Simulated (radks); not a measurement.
Trend from Lu4+ to Hg4+: ionisation energy by Delta-SCF between NIST ground configurations, and size. All-electron calculation, scalar-relativistic Kohn-Sham, PBE, spin-unpolarised, spherical densities, finite nucleus; Fermi nuclear charge, rms radius of each element as measured or else 0.836 A^(1/3) + 0.57 fm. Program: a radial shooting solver on a logarithmic mesh with Libxc functionals.

Lu4+: configuration [Xe] 4f13; configuration of the ion [Xe] 4f12; IE (eV) 69.268; NIST (eV) 66.8; kind semi-emp.; outermost 5p; <r> outermost (bohr) 1.32
Hf4+: configuration [Xe] 4f14; configuration of the ion [Xe] 4f13; IE (eV) 69.727; NIST (eV) 68.37; kind semi-emp.; outermost 5p; <r> outermost (bohr) 1.30
Ta4+: configuration [Xe] 4f14 5d1; configuration of the ion [Xe] 4f14; IE (eV) 47.555; NIST (eV) 48.27; kind semi-emp.; outermost 5d; <r> outermost (bohr) 1.73
W4+: configuration [Xe] 4f14 5d2; configuration of the ion [Xe] 4f14 5d1; IE (eV) 50.099; NIST (eV) 51.6; kind semi-emp.; outermost 5d; <r> outermost (bohr) 1.66
Re4+: configuration [Xe] 4f14 5d3; configuration of the ion [Xe] 4f14 5d2; IE (eV) 52.625; NIST (eV) 52; kind theory; outermost 5d; <r> outermost (bohr) 1.60
Os4+: configuration [Xe] 4f14 5d4; configuration of the ion [Xe] 4f14 5d3; IE (eV) 55.132; NIST (eV) 55; kind theory; outermost 5d; <r> outermost (bohr) 1.54
Ir4+: configuration [Xe] 4f14 5d5; configuration of the ion [Xe] 4f14 5d4; IE (eV) 57.618; NIST (eV) 57; kind theory; outermost 5d; <r> outermost (bohr) 1.48
Pt4+: configuration [Xe] 4f14 5d6; configuration of the ion [Xe] 4f14 5d5; IE (eV) 60.083; NIST (eV) 56; kind theory; outermost 5d; <r> outermost (bohr) 1.43
Au4+: configuration [Xe] 4f14 5d7; configuration of the ion [Xe] 4f14 5d6; IE (eV) 62.530; NIST (eV) 60; kind theory; outermost 5d; <r> outermost (bohr) 1.38
Hg4+: configuration [Xe] 4f14 5d8; configuration of the ion [Xe] 4f14 5d7; IE (eV) 64.961; NIST (eV) 61.2; kind exp.; outermost 5d; <r> outermost (bohr) 1.34

Reference values: NIST Atomic Spectra Database (exp. = measured, semi-emp. = semi-empirical, theory = theoretical value adopted there). Spin polarisation and multiplet splitting are left out, so open shells lie too high by an amount that depends on their filling. Spin-orbit splitting is averaged out at the scalar-relativistic level.

Beside tabulated values, note that spin-unpolarised runs miss the spin-polarisation part of the exchange energy of open shells.
